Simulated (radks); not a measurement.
Question: Pt, configuration [Xe] 4f14 5d9 6s1. Method: Dirac Kohn-Sham, BP86, spin-unpolarised, spherical densities, point nucleus; open shells fill j = l - 1/2 first; computed with a radial shooting solver on a logarithmic mesh with Libxc functionals. Some entries of the table are withheld. Estimate them.

| orbital | occ. | eigenvalue (hartree) | <1/r> (bohr^-1) | <r^2> (bohr^2) |
|---|---|---|---|---|
| 1s1/2 | 2 | -2878.358 | 94.04 | 0.0004059 |
| 2s1/2 | 2 | -505.2374 | 23.06 | 0.006141 |
| 2p1/2 | 2 | -484.1894 | (1) | (2) |
| 2p3/2 | 4 | -420.6184 | (3) | (4) |
| 3s1/2 | 2 | -118.6687 | 8.463 | 0.03993 |
| 3p1/2 | 2 | -109.2316 | 8.373 | 0.03646 |
| 3p3/2 | 4 | -95.25796 | 7.296 | 0.04291 |
| 3d3/2 | 4 | -79.56429 | 7.192 | 0.03298 |
| 3d5/2 | 6 | -76.55357 | 6.945 | 0.03474 |
| 4s1/2 | 2 | -25.49944 | 3.575 | 0.1945 |
| 4p1/2 | 2 | -21.49748 | 3.464 | 0.1989 |
| 4p3/2 | 4 | -18.16949 | 3.090 | 0.2321 |
| 4d3/2 | 4 | -11.62155 | 2.884 | 0.2467 |
| 4d5/2 | 6 | -11.00291 | 2.797 | 0.2587 |
| 5s1/2 | 2 | -3.73721 | 1.434 | 1.020 |
| 4f5/2 | 6 | (5) | 2.407 | 0.3202 |
| 4f7/2 | 8 | (6) | 2.373 | 0.3296 |
| 5p1/2 | 2 | -2.46202 | 1.305 | 1.212 |
| 5p3/2 | 4 | -1.91269 | 1.167 | 1.462 |
| 5d3/2 | 4 | (7) | 0.8099 | 3.307 |
| 6s1/2 | 1 | -0.21470 | 0.4373 | (8) |
| 5d5/2 | 5 | (9) | 0.7696 | 3.710 |

Answer: 
(1) 2p1/2 <1/r> (bohr^-1): 23.01
(2) 2p1/2 <r^2> (bohr^2): 0.004355
(3) 2p3/2 <1/r> (bohr^-1): 18.86
(4) 2p3/2 <r^2> (bohr^2): 0.005546
(5) 4f5/2 eigenvalue (hartree): -2.64229
(6) 4f7/2 eigenvalue (hartree): -2.51535
(7) 5d3/2 eigenvalue (hartree): -0.25961
(8) 6s1/2 <r^2> (bohr^2): 9.765
(9) 5d5/2 eigenvalue (hartree): -0.21096
